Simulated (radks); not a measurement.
The nuclear charge of neutral silicon is varied continuously with 14 electrons held in [Ne] 3s2 3p2. Calculated with a radial shooting solver on a logarithmic mesh with Libxc functionals: Dirac Kohn-Sham, PBE, spin-unpolarised, spherical densities, finite nucleus; open shells are shared between the two j in proportion to 2j + 1; Fermi nuclear charge, rms radius 3.1224 fm. By the Hellmann-Feynman theorem dE/dZ = E(electron-nucleus)/Z, the electronic potential at the nucleus (averaged over a nucleus of fixed radius).

Z = 13.8: E (hartree) -280.04208; E(electron-nucleus)/Z (hartree) -48.5178; HOMO 3p3/2; e(HOMO) (eV) -2.535; <r> HOMO (bohr) 3.011
Z = 14: E (hartree) -289.83702; E(electron-nucleus)/Z (hartree) -49.4313; HOMO 3p3/2; e(HOMO) (eV) -4.071; <r> HOMO (bohr) 2.798
Z = 14.2: E (hartree) -299.81450; E(electron-nucleus)/Z (hartree) -50.3432; HOMO 3p3/2; e(HOMO) (eV) -5.781; <r> HOMO (bohr) 2.624
Z = 14.4: E (hartree) -309.97422; E(electron-nucleus)/Z (hartree) -51.2539; HOMO 3p3/2; e(HOMO) (eV) -7.654; <r> HOMO (bohr) 2.477
Z = 14.6: E (hartree) -320.31598; E(electron-nucleus)/Z (hartree) -52.1636; HOMO 3p3/2; e(HOMO) (eV) -9.684; <r> HOMO (bohr) 2.350
Z = 14.8: E (hartree) -330.83960; E(electron-nucleus)/Z (hartree) -53.0725; HOMO 3p3/2; e(HOMO) (eV) -11.865; <r> HOMO (bohr) 2.238
Z = 15: E (hartree) -341.54496; E(electron-nucleus)/Z (hartree) -53.9810; HOMO 3p3/2; e(HOMO) (eV) -14.193; <r> HOMO (bohr) 2.139

The central difference of E at Z = 14 is -49.431 hartree, to compare with the third column; the second derivative is -4.56 hartree.
